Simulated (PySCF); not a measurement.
Si(Me)(OH)2(SH) (CH₆O₂SSi), SMILES C[Si](O)(O)S. Atoms are numbered in the order given.

```xyz
11

C      1.8553     0.7006    -0.1339
Si     0.0810     0.1919    -0.3066
O     -0.0115    -0.6653    -1.7158
O     -0.9929     1.4522    -0.4258
S     -0.5841    -0.9288     1.4125
H      2.1508     1.3165    -0.9973
H      2.0162     1.2825     0.7855
H      2.5141    -0.1807    -0.1052
H     -0.8853    -0.9926    -1.9510
H     -1.2321     1.9041     0.3881
H      0.5506    -1.6548     1.5088
```

Geometry: PBE0-D3(BJ)/def2-SVP. One conformer was computed; it need not be the lowest.

All values below come from PySCF with PBE0-D3(BJ)/def2-SVP.

Frequencies are harmonic and unscaled.

| mode | ν (cm⁻¹) | IR (km/mol) | Raman (Å⁴/amu) | depolarisation | moving atoms (share of kinetic energy) |
|---|---|---|---|---|---|
| 1 | 127 | 3.6 | 3.7 | 0.75 | H 77 %, O 10 % |
| 2 | 147 | 0.6 | 2.0 | 0.74 | H 81 %, O 10 % |
| 3 | 174 | 22.0 | 1.6 | 0.72 | H 39 %, O 22 %, C 19 %, S 16 % |
| 4 | 204 | 18.4 | 3.0 | 0.75 | H 73 %, O 15 %, S 11 % |
| 5 | 244 | 51.1 | 0.3 | 0.16 | H 52 %, O 32 %, C 9 % |
| 6 | 246 | 28.4 | 1.4 | 0.60 | H 46 %, O 23 %, Si 17 %, C 8 % |
| 7 | 259 | 38.9 | 2.0 | 0.54 | H 43 %, O 26 %, S 17 %, Si 8 % |
| 8 | 301 | 48.6 | 3.5 | 0.72 | O 41 %, H 20 %, Si 17 %, S 12 %, C 10 % |
| 9 | 357 | 83.2 | 1.6 | 0.32 | O 44 %, H 42 % |
| 10 | 491 | 67.8 | 8.8 | 0.12 | S 36 %, Si 35 %, O 11 %, H 11 % |
| 11 | 678 | 4.9 | 10.7 | 0.49 | H 66 %, C 22 % |
| 12 | 730 | 54.3 | 6.3 | 0.20 | H 54 %, C 18 %, Si 17 % |
| 13 | 766 | 53.0 | 1.8 | 0.47 | H 72 %, C 15 %, O 12 % |
| 14 | 783 | 31.0 | 2.2 | 0.75 | H 64 %, C 18 %, O 15 % |
| 15 | 799 | 196.4 | 1.7 | 0.65 | H 69 %, O 25 % |
| 16 | 845 | 278.9 | 2.8 | 0.18 | H 57 %, O 23 %, Si 13 % |
| 17 | 917 | 132.2 | 1.8 | 0.42 | Si 37 %, H 32 %, O 28 % |
| 18 | 973 | 145.7 | 1.8 | 0.65 | Si 47 %, O 37 %, H 15 % |
| 19 | 1272 | 43.6 | 0.7 | 0.37 | H 76 %, C 23 % |
| 20 | 1423 | 4.7 | 11.3 | 0.75 | H 96 % |
| 21 | 1426 | 5.0 | 11.1 | 0.74 | H 96 % |
| 22 | 2720 | 0.1 | 114.7 | 0.30 | H 97 % |
| 23 | 3064 | 0.2 | 131.7 | 0.01 | H 97 % |
| 24 | 3170 | 1.1 | 85.6 | 0.73 | H 91 %, C 9 % |
| 25 | 3177 | 1.4 | 72.4 | 0.74 | H 91 %, C 9 % |
| 26 | 3927 | 109.4 | 95.9 | 0.29 | H 94 % |
| 27 | 3939 | 100.7 | 69.6 | 0.27 | H 94 % |
